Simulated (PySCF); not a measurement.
C₄H₈F₂N₂Si.
Structure used (GFN2-xTB), in Å, numbered top down from 1:
```xyz
17
C4H8F2N2Si angstrom
N      4.8457   -0.1814   -0.7156
C      3.8587   -0.0518   -0.1490
Si     2.2534    0.1680    0.7833
C      0.8675   -0.1447   -0.4899
N     -0.4296    0.0130    0.1489
C     -1.5391   -0.2448   -0.7473
C     -2.8483   -0.0188   -0.0068
F     -3.9005   -0.4268   -0.7527
F     -3.0388    1.3047    0.2277
H      2.2250   -0.8136    1.8646
H      2.2341    1.5556    1.2558
H      0.9789    0.5077   -1.3724
H      0.9248   -1.1733   -0.8592
H     -0.5160    0.9556    0.5194
H     -1.5351    0.3920   -1.6494
H     -1.5016   -1.2917   -1.0629
H     -2.8860   -0.5378    0.9619
```

Computed at PBE0/pcSseg-1 (PySCF, non-relativistic), with Q(14N) = 0.02044 b: N1, 14N (I = 1): χzz = -5.572 MHz, η = 0.009; N5, 14N (I = 1): χzz = -6.060 MHz, η = 0.161.

(1) Where would the pure quadrupole (NQR) lines of 14N at N1 fall for the rigid, isolated species?

(2) Find the zero-field quadrupole resonance frequencies of 14N at N5.

Answers

(1) From ν± = (3/4)|χ|(1 ± η/3) and ν0 = |χ|η/2: ν+ 4.192 MHz, ν− 4.167 MHz, ν0 0.025 MHz (cyano nitrogen).

(2) From ν± = (3/4)|χ|(1 ± η/3) and ν0 = |χ|η/2: ν+ 4.789 MHz, ν− 4.301 MHz, ν0 0.488 MHz (secondary amine nitrogen).

In a crystal, neighbours and librations shift these lines. GFN2-xTB bond lengths can be off by several hundredths of an ångström, more for odd bonds, and the gradients follow them. With so small a basis the couplings can be 20 % off.

One conformer stands for the species.
